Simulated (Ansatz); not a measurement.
Relative stability

Two relaxed structures of AlH4SeO (charge +1), closed shell (PBE0-D4/def2-TZVP; forces vanish, vibrations not checked).

A:

```csv
atom,x (Å),y (Å),z (Å)
O1,-0.9706,0.0715,0.0092
Al2,0.4777,0.8651,0.0113
Se3,1.9565,-1.0195,-0.7638
H4,3.0599,-0.7841,0.1852
H5,-1.8821,0.3126,0.1728
H6,1.1685,2.2330,0.2731
H7,1.2872,-1.9888,0.1223
```

B:

| atom | x (Å) | y (Å) | z (Å) |
| --- | --- | --- | --- |
| O1 | -1.1298 | 0.1094 | 0.0869 |
| Al2 | 0.6574 | 0.6987 | -0.0041 |
| Se3 | 2.1604 | -0.9792 | -0.2173 |
| H4 | -1.4584 | -0.8003 | 0.0505 |
| H5 | -1.8751 | 0.7223 | 0.1795 |
| H6 | 0.5498 | 2.2463 | 0.0999 |
| H7 | 1.0958 | -1.9971 | -0.1953 |

Ansatz 0.2.0; basis: def2-TZVPP; cores frozen in the correlated methods. Filled d shells of the heavier atoms are correlated. The def2 sets are not built for correlating such inner shells, so the correlated values are less sure here. B3LYP uses VWN-RPA correlation.

(1) Which structure is lower at CCSD(T), and by how much? (An estimate is asked for; the value comes from the calculation.)

The T1 diagnostic stays at or below 0.011.

Answers

(1) Computed: B, by 21.5 kJ/mol (electronic energy, against the other). By their contacts, A is AlH₄SeO ([OH][AlH][SeH2]), total charge +1 and B is AlH₄SeO ([OH2][AlH][SeH]), total charge +1.

All methods give the same order:

| method | E(B) − E(A) (kJ/mol) |
| --- | --- |
| PBE-D4 | -20.4 |
| r2SCAN-D4 | -21.5 |
| PBE0-D4 | -25.9 |
| B3LYP-D4 | -18.7 |
| wB97M-V | -24.3 |
| HF | -29.4 |
| MP2 | -22.1 |
| CCSD | -21.6 |
| CCSD(T) | -21.5 |

Labels in which every atom is bracketed show which atoms are joined, not bond orders.

For scale, one of the runs: CCSD(T)/def2-TZVPP, 177 basis functions, launched by `ansatz run in.yaml --threads 2 --pin off --events-out ev --progress --plain --max-ram 4352MiB`. Time: 62 s of wall clock on 2 CPU threads of an Arm Neoverse V1; the host was shared. Peak host memory: 1.6 GiB.
